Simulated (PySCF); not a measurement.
Compound: C4H6F2OS2.
Atom-mapped SMILES: `[F:1][CH:2]([F:3])[O:4][CH:5]1[S:6][CH2:7][CH2:8][S:9]1` (hydrogens: H10 on C2; H11 on C5; H12, H13 on C7; H14, H15 on C8)

Cartesian coordinates in Å at the PBE0-D3(BJ)/def2-SVP level; atoms count from 1:
```
atom  x, y, z in Å
F1    -3.1071   -0.6627   -1.1040
C2    -2.3964   -0.4673    0.0012
F3    -3.2005    0.1025    0.9262
O4    -1.3773    0.3736   -0.3239
C5    -0.4376    0.6331    0.6939
S6     0.4859   -0.8673    1.2058
C7     1.9622   -0.5623    0.1699
C8     1.6671    0.5604   -0.8068
S9     0.7426    1.8423    0.0867
H10   -2.0397   -1.4342    0.4016
H11   -0.9380    1.0404    1.5868
H12    2.7922   -0.2937    0.8397
H13    2.2154   -1.4940   -0.3581
H14    1.0568    0.2098   -1.6525
H15    2.5897    1.0148   -1.1970
```

Linear response at CAM-B3LYP/def2-SVPD (PySCF, frozen core in the response, non-relativistic). Isolated species at its PBE0-D3(BJ)/def2-SVP geometry (one conformer only).

Static isotropic polarisability: 90.95 au (13.48 Å³), principal values 79.1, 92.0, 101.8 au.

Problem. What is the polarisability at 1064 nm and at the sodium D line?

Solution. 91.65 au at 1064 nm (+0.8 %), 93.30 au at 589.3 nm (+2.6 %). The rise at 589.3 nm is 3.36 times that at 1064 nm; a pure ω² law gives 3.26. The lowest singlet lies at 243 nm, shorter than both wavelengths.

Problem. What is the isotropic C6 coefficient between two such molecules, C6 = (3/π)∫α(iω)² dω?

Solution. 3562 au (Eh·bohr⁶) by a ten-point quadrature over imaginary frequencies, which is 2130 eV·Å⁶ or 205 J·nm⁶/mol.

Problem. Which effective excitation energy ω̄ makes London's formula C6 = (3/4)α²ω̄ exact here?

Solution. ω̄ = 4·C6/(3α²) = 0.574 Eh = 15.6 eV. A one-pole form α(ω) = α/(1 − ω²/ω̄²) fitted to the 1064 nm value gives 13.3 eV.

Problem. What n − 1 at the D line would an ideal gas of it have at 273.15 K and 1 atm (2.6868 × 10¹⁹ cm⁻³), by n − 1 = 2π·N·α′?

Solution. 23.34 × 10⁻⁴, a formal value whether or not that pressure can be reached.

Problem. How anisotropic is the static polarisability, by Δα² = ½[(α1 − α2)² + (α2 − α3)² + (α3 − α1)²]?

Solution. Δα = 19.7 au, or 0.22 of the isotropic value.

Problem. How many electrons N does the Slater–Kirkwood formula C6 = (3/4)·√N·α^(3/2) need to give this C6?

Solution. N = (4·C6/3)²/α³ = 30.0; the species has 88 electrons in all.

Problem. What three-body coefficient follows from the one-pole estimate C9 = (3/4)·α·C6?

Solution. 243000 au. This is an estimate from the two numbers above, not a computed integral.
